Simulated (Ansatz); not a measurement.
Frontier orbitals of `OC([SiH3])Cl`.

```xyz
9

O     0.530    0.726   -1.384
C     0.212   -0.342   -0.572
Si   -0.571    0.286    1.043
Cl    1.694   -1.298   -0.101
H     0.861    0.403   -2.229
H    -0.413   -1.084   -1.077
H     0.408    1.153    1.737
H    -0.918   -0.895    1.870
H    -1.803    1.050    0.715
```

Charge 0, multiplicity 1. The structure was optimised at the PBE0-D4/def2-TZVP level. It is one conformer, not always the lowest. Basis def2-TZVPP, Ansatz.

```json
{"functional": "ωB97X-V", "HOMO (eV)": "-10.55", "LUMO (eV)": "2.10"}
```

Q: Give HOMO and LUMO (eV) with LDA (SPW92), PBE, revPBE, BLYP, r2SCAN, B97M-V, PBE0, B3LYP, r2SCANh, r2SCAN0, HSE06 (plane-wave form), BHLYP, CAM-B3LYP, LC-ωPBE, ωB97M-V, HF. (Estimate.)

A: Computed: 
```json
{"functional": "LDA (SPW92)", "HOMO": "-6.86", "LUMO": "-1.12"}
{"functional": "PBE", "HOMO": "-6.74", "LUMO": "-0.90"}
{"functional": "revPBE", "HOMO": "-6.70", "LUMO": "-0.81"}
{"functional": "BLYP", "HOMO": "-6.63", "LUMO": "-0.81"}
{"functional": "r2SCAN", "HOMO": "-7.05", "LUMO": "-0.59"}
{"functional": "B97M-V", "HOMO": "-7.20", "LUMO": "-0.73"}
{"functional": "PBE0", "HOMO": "-8.13", "LUMO": "0.05"}
{"functional": "B3LYP", "HOMO": "-7.90", "LUMO": "-0.22"}
{"functional": "r2SCANh", "HOMO": "-7.56", "LUMO": "-0.24"}
{"functional": "r2SCAN0", "HOMO": "-8.32", "LUMO": "0.26"}
{"functional": "HSE06 (plane-wave form)", "HOMO": "-7.72", "LUMO": "-0.33"}
{"functional": "BHLYP", "HOMO": "-9.41", "LUMO": "0.90"}
{"functional": "CAM-B3LYP", "HOMO": "-9.53", "LUMO": "1.02"}
{"functional": "LC-ωPBE", "HOMO": "-10.91", "LUMO": "2.26"}
{"functional": "ωB97M-V", "HOMO": "-10.40", "LUMO": "1.76"}
{"functional": "HF", "HOMO": "-11.39", "LUMO": "3.02"}
```

B3LYP here is the variant with VWN-RPA as its local correlation; programs differ in this. LC-ωPBE has ω = 0.4 bohr⁻¹. Positive LUMOs are unbound and depend on the basis.
